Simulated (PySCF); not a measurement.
Species: C₆H₅O (doublet state).
Geometry (GFN2-xTB, Å), atoms numbered from 1 in this order:
```
atom  x, y, z in Å
O1     3.686    1.492    1.175
C2     3.180    0.474    0.743
C3     1.815    0.279    0.485
C4     0.610    0.115    0.268
C5    -0.672   -0.086    0.023
C6    -1.728   -0.977   -0.456
C7    -2.044    0.418    0.038
H8     3.795   -0.420    0.509
H9    -1.783   -1.183   -1.517
H10   -2.002   -1.824    0.159
H11   -2.319    1.178   -0.682
H12   -2.537    0.536    0.994
```

The hyperfine couplings belong to this conformer and change with its torsions.

Identity: `C1[C](C1)C#CC=O` [radical].

Method: UKS B3LYP, pcH-1 on C H O, non-relativistic, mean-field spin-orbit, GIAO in PySCF 2.14.0. Geometry: GFN2-xTB; no solvent, vibrations or thermal averaging. The geometry wasn't refined by DFT: couplings that depend on bond lengths, twists or pyramidal angles can differ widely from those at the functional's own minimum. The SCF solution wasn't tested for stability. ⟨S²⟩ is 0.776 where a pure state has 0.75.

The largest Mulliken spin populations are on C5 (+0.59), C3 (+0.48), O1 (+0.22) and C4 (-0.22). Three atoms exceed +0.15. The positive populations add up to 1.39 and the negative ones to -0.39, together 2S = 1. The angles at C5 add up to 360.0°, so it is planar.

Q: How do the β-proton couplings of this frozen conformer go with θ, the angle between the C–H bond and the normal to the plane of the spin centre's three neighbours, both seen down the bond from centre to carbon?

A: 
```csv
β H,on,centre,θ (°),cos²θ,a (G)
H9,C6,C5,19,0.90,+19.00
H10,C6,C5,18,0.90,+19.23
H11,C7,C5,18,0.90,+19.41
H12,C7,C5,18,0.90,+19.20
```

Couplings in gauss use g_iso = 2.0043.

On one thread of an Arm Neoverse V2, shared host with 96 logical CPUs at a one-minute load of 55, this took 41 s (grids of density and orbitals included) and 0.77 GiB of memory at its peak.
